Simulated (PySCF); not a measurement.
# Löwdin shares of the frontier orbitals

Compound: (BeS)4 ring, Be₄S₄.
Structure used (PBE0-D3(BJ)/def2-SVP), in Å, numbered top down from 1:
```
atom  x, y, z in Å
Be1   -0.6137   -1.2585   -1.3136
S2     0.9438   -0.9047   -2.3383
Be3    1.5629    0.3519   -1.0588
S4     2.1510    1.5914    0.2519
Be5    0.6137    1.2585    1.3136
S6    -0.9437    0.9045    2.3385
Be7   -1.5629   -0.3520    1.0589
S8    -2.1511   -1.5912   -0.2520
```

Computed, not measured: PySCF 2.14.0, density-fitted response routines, TDDFT CAM-B3LYP/def2-SVPD, vertical, gas phase, core orbitals frozen in the response.

Kohn–Sham orbitals with the atoms that hold most of them (Löwdin shares over 4%, at most four atoms; ? is withheld):

```tsv
orbital	ε (eV)	atoms
LUMO+2	0.21	Be5 15%, Be1 15%, Be7 15%, Be3 15%
LUMO+1	-0.40	S6 14%, S2 14%, S8 14%, S4 14%
LUMO	?	?
HOMO	-8.81	?
HOMO-1	-9.62	S6 40%, S2 40%, Be5 6%, Be1 6%
HOMO-2	-9.62	S8 40%, S4 40%, Be7 6%, Be3 6%
HOMO-3	-10.39	S6 18%, S2 18%, S4 18%, S8 18%
```

Which atoms hold the LUMO, and with what shares?

S2 (bonded to 2 Be) 13%; S6 (bonded to 2 Be) 13%; S4 (bonded to 2 Be) 13%; S8 (bonded to 2 Be) 13%.

Give the leading atoms of the HOMO.

S4 (bonded to 2 Be) 25%; S8 (bonded to 2 Be) 25%; S2 (bonded to 2 Be) 25%; S6 (bonded to 2 Be) 25%.

What is the LUMO energy, and the HOMO–LUMO gap?

ε(LUMO) = -1.67 eV; the gap is 7.14 eV (0.2625 hartree).

Within 0.005 eV of a neighbour in this list lie HOMO-2/HOMO-1 (point group found: D4h); within a degenerate set the shares of single atoms can hang on how the components are chosen.

The HOMO–LUMO gap is 7.14 eV. Where does the response calculation put the lowest singlet, and from which orbitals?

S1 is at 3.98 eV (f = 0.0000), 3.16 eV below the gap, made of HOMO→LUMO (95%). Without the coupling terms of the response equations the lowest excitation would equal the gap.

Give energy, strength and leading configuration of S1 and S5, and follow the Löwdin shares of the leading atoms from the occupied to the empty orbital.

- S1 (3.98 eV, f 0.0000), HOMO→LUMO (95%): S4 25% → 13%, S8 25% → 13%, S2 25% → 13%, S6 25% → 13%
- S5 (5.56 eV, f 0.0000), HOMO→LUMO+1 (89%): S4 25% → 14%, S8 25% → 14%, S6 25% → 14%, S2 25% → 14%

Orbitals of the list HOMO-3 to LUMO+2 that lie within 0.01 eV of each other are written together with a slash and their weights summed (≥ marks a lower bound); for degenerate orbitals outside that list single weights are arbitrary.

Löwdin shares depend on the basis, the more so with diffuse functions.
